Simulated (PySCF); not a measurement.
A side-by-side comparison of computed properties.

First species: C7H5FN (charge +1).
InChI=1S/C7H4FN/c1-2-6-3-4-7(8)9-5-6/h1,3-5H/p+1

Second species: C4H5F.
Z-matrix (Å and degrees, GFN2-xTB geometry), rows numbered from 1:
```
F 
C   1  1.3723
C   2  1.4845  1  119.66
C   3  1.4980  2   96.32  1    59.59
C   2  1.4848  1  119.67  3    70.83
H   2  1.0851  1  108.59  3  -144.54
H   3  1.0685  2  131.69  5   125.66
H   4  1.0820  3  118.98  5  -108.64
H   4  1.0824  3  117.31  5   107.37
H   5  1.0687  2  131.69  3  -125.52
```

Levels: CAM-B3LYP/def2-SVPD for HOMO energy, LUMO energy, HOMO–LUMO gap, static isotropic polarisability and electronic spatial extent ⟨r²⟩ about the centre of nuclear charge; TDDFT CAM-B3LYP/def2-SVPD for lowest singlet excitation; TDA CAM-B3LYP/def2-SVPD for lowest triplet excitation (Tamm–Dancoff); GFN2-xTB for rotational constant A and rotational constant C. Geometries: GFN2-xTB. All species are isolated and taken at one optimised geometry, non-relativistic unless stated. Electronic properties by PySCF.

Task: Which has the higher S1 energy?

Result: The second: 7.79 eV against 4.39 eV, a difference of 3.40 eV.

Task: Which has the higher LUMO energy?

Result: The second: 1.53 eV against -6.06 eV, a difference of 7.59 eV.

Task: Which of the two has the higher rotational constant A, and by how much?

Result: The second: 11.106 GHz against 5.657 GHz, a difference of 5.449 GHz.

Task: Which has the higher HOMO–LUMO gap?

Result: The second: 10.91 eV against 7.07 eV, a difference of 3.84 eV.

Task: Which of the two has the higher ⟨r²⟩, and by how much?

Result: The first: 1221 bohr² against 331 bohr², a difference of 890 bohr².

Task: Which has the higher HOMO energy?

Result: The second: -9.38 eV against -13.13 eV, a difference of 3.75 eV.

Task: Which has the higher static isotropic polarisability?

Result: The first: 83.3 au against 42.9 au, a difference of 40.4 au.

Task: Which of the two has the higher rotational constant C, and by how much?

Result: The second: 4.527 GHz against 0.842 GHz, a difference of 3.685 GHz.

On the first: The principal polarisabilities are 44.0, 76.6 and 129.4 au; their mean is the isotropic value. S1 lies 2.68 eV below the HOMO–LUMO gap; its leading configuration is HOMO→LUMO, weight 0.95.

On the second: In wavenumbers S1 is 62900 cm⁻¹ (1 eV = 8065.54 cm⁻¹). The principal polarisabilities are 40.9, 41.0 and 46.9 au; their mean is the isotropic value.
